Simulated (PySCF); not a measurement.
**How methods differ on the ionisation energy of S⁺**

S⁺ [Ne] 3s2 3p3 (4S) → S²⁺ [Ne] 3s2 3p2 (3P), as a difference of total energies. Calculation: PySCF 2.14, in x2c-TZVPPall with one added diffuse shell each of s, p, d type (6s6p4d1f, 51 functions); the spin-free X2C one-electron Hamiltonian (Gaussian nucleus). Correlated levels: valence: [Ne] frozen; valence and next inner shell: 1s2 frozen. The calculations carry no spin-orbit coupling.

| method | ionisation energy (eV) | plus first-order spin-orbit estimate | error of that sum (eV) |
| --- | --- | --- | --- |
| UHF | 22.702 | 22.639 | -0.699 |
| LDA | 23.387 | 23.324 | -0.014 |
| PBE | 23.309 | 23.245 | -0.093 |
| PBE0 | 23.372 | 23.309 | -0.029 |
| r2SCAN | 23.493 | 23.429 | +0.091 |
| M06-2X | 23.166 | 23.102 | -0.236 |
| B3LYP | 23.236 | 23.172 | -0.166 |
| TPSSh | 23.375 | 23.312 | -0.026 |
| PW91 | 23.367 | 23.304 | -0.034 |
| MP2 (valence) | 23.319 | 23.256 | -0.082 |
| SCS-MP2 (valence) | 23.131 | 23.068 | -0.270 |
| MP2 (valence and next inner shell) | 23.334 | 23.271 | -0.067 |
| SCS-MP2 (valence and next inner shell) | 23.145 | 23.081 | -0.257 |

Reference: 23.338 eV (measured; NIST Atomic Spectra Database, ionization energies).

A first-order spin-orbit estimate (lowest level to lowest level, LS coupling) adds -0.064 eV.

Errors of the correlated levels include the incompleteness of this basis and the frozen core.
